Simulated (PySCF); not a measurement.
Pb(Br)2 cation (Br2Pb), SMILES [Br][Pb][Br] (connectivity only; charge and spin as stated), charge +1, multiplicity 2.

Geometry: PBE-D3(BJ)/def2-SVP. The spin state was assumed, not searched. The isomer is the one that the SMILES or the coordinates give; other isomers of the formula were not compared. The def2 effective core potentials stand for the cores of Pb; spin–orbit coupling is left out.

Method: TDA-PBE/def2-SVPD run with PySCF.

Vertical excitations. The molecule is in vacuum.

Computed excitation energies, oscillator strengths and character:
| state | energy (eV) | λ (nm) | f | main pairs |
|---|---|---|---|---|
| root 1 | 1.02 | 1213 | 0.000 | β HOMO→LUMO 100 % |
| root 2 | 1.80 | 689 | 0.000 | β HOMO−2→LUMO 99 % |
| root 3 | 1.92 | 646 | 0.005 | β HOMO−1→LUMO 90 % |
| root 4 | 2.19 | 566 | 0.000 | β HOMO−3→LUMO 99 % |
| root 5 | 2.76 | 449 | 0.000 | α HOMO→LUMO 99 % |
| root 6 | 2.81 | 441 | 0.001 | α HOMO−1→LUMO 8 %, β HOMO→LUMO+1 85 % |
| root 7 | 2.97 | 418 | 0.010 | α HOMO−1→LUMO 71 %, β HOMO−4→LUMO 27 % |
| root 8 | 3.56 | 349 | 0.001 | α HOMO−2→LUMO 36 %, β HOMO−2→LUMO+1 63 % |
| root 9 | 3.56 | 349 | 0.000 | α HOMO−3→LUMO 18 %, β HOMO−1→LUMO+1 81 % |
| root 10 | 3.88 | 320 | 0.000 | α HOMO→LUMO+1 99 % |
Unrestricted roots are not spin-pure.
